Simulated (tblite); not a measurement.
Compound: C6H10Si.
Cartesian coordinates in Å at the GFN2-xTB level; atoms count from 1:
```
atom  x, y, z in Å
C1     4.1433    0.7201    1.1449
C2     2.9420    0.6989    1.1811
C3     1.5335    0.6664    1.2112
C4     0.7904    0.0789    0.2698
Si5   -1.0921    0.0143    0.2742
C6    -1.7416    0.8627   -1.3015
C7    -1.6465   -1.8068    0.2954
H8     5.1920    0.7412    1.1175
H9     1.0732    1.1561    2.0607
H10    1.3169   -0.3923   -0.5532
H11   -1.6008    0.7109    1.4690
H12   -1.3744    0.3715   -2.1983
H13   -2.8266    0.8425   -1.3393
H14   -1.4297    1.9018   -1.3474
H15   -2.7293   -1.8876    0.2867
H16   -1.2853   -2.3192    1.1822
H17   -1.2719   -2.3471   -0.5696
```

All values are computed: GFN2-xTB (tblite) harmonic vibrations without scaling, gas phase. Against measured fundamentals such values can be off by several per cent, at times by over 20. Modes of hydrogen on silicon can be 10 to 20 % off. One conformer, not necessarily the lowest.

Harmonic wavenumbers (cm⁻¹): 27.6, 76.1, 96.9, 106.5, 120.3, 167.5, 196.9, 198.6, 283.7, 369.5, 437.3, 613.5, 622.6, 622.9, 649.3, 694.7, 742.9, 754.3, 784.8, 797.6, 832.7, 836.4, 868.9, 994.0, 1032.1, 1195.2, 1286.2, 1373.1, 1375.3, 1486.8, 1489.5, 1490.9, 1494.3, 1627.2, 2167.2, 2243.8, 3023.5, 3032.7, 3034.4, 3037.5, 3040.3, 3042.0, 3044.7, 3045.5, 3391.2.

A = 4842, B = 881.5, C = 802.3 MHz; mass 110.055 u (most abundant isotopes); point group Cs, symmetry number 1.

Task: Zero-point energy?

Result: Half the sum of the wavenumbers: 28924 cm⁻¹ = 82.70 kcal/mol.

Task: Entropy at 200 K, 1 bar (ideal gas, RRHO, classical rotation)?

Result: Translation 38.05, rotation 27.74, vibration 23.38: S = 89.2 cal/(mol K).

Task: And Cp and H(200 K) − H(0)?

Result: Cp = 30.02 cal/(mol K), of which vibrations give 22.07 (their classical limit is 45 R = 89.4); H(200 K) − H(0) = 4.01 kcal/mol without the zero-point energy, 2.42 from vibrations.

Task: How do the functions run with temperature in this model?

Result: 
```csv
T (K),S (cal/(mol K)),Cp (cal/(mol K)),H − H(0) (kcal/mol),G − H(0) (kcal/mol),ln q(vib)
50,59.4,14.9,0.54,-2.43,0.88
100,71.8,21.1,1.46,-5.73,2.48
298.15,102.8,38.9,7.40,-23.26,8.56
373.15,112.2,45.0,10.55,-31.33,10.65
500,126.6,53.5,16.81,-46.50,14.03
750,150.7,65.4,31.77,-81.27,20.13
1000,170.7,73.6,49.20,-121.52,25.61
```

q(vib) and H(0) count from the zero-point level.

Task: Which modes carry the vibrational entropy at 200 K?

Result: 27.6 cm⁻¹: 5.20; 76.1 cm⁻¹: 3.21; 96.9 cm⁻¹: 2.74; 106.5 cm⁻¹: 2.56; 120.3 cm⁻¹: 2.34; 167.5 cm⁻¹: 1.73 cal/(mol K); the other 39 give 5.59 together.

Task: What must be added to the electronic energy to get the Gibbs energy at 200 K and 1 bar?

Result: ZPE + [H(200 K) − H(0)] − T·S = 82.70 + 4.01 − 17.83 = 68.88 kcal/mol.

Task: Blend soft modes into free rotors: weight 1/[1 + (100 cm⁻¹/ν̃)⁴] for the oscillator and the rest for a rotor with moment μB/(μ + B), μ = h/(8π²ν), B = 10⁻⁴⁴ kg m². What vibrational entropy results?

Result: 21.41 cal/(mol K) in place of 23.38, which changes −T·S at 200 K by +0.39 kcal/mol.

Hindered rotation and anharmonicity are outside this model. Other conformers, if any are populated, would add a mixing term that is left out.

Time: 0.98 s wall. Hardware: one thread of an Arm Neoverse N1, no GPU, on a shared host. The figure is for the frequency step alone.
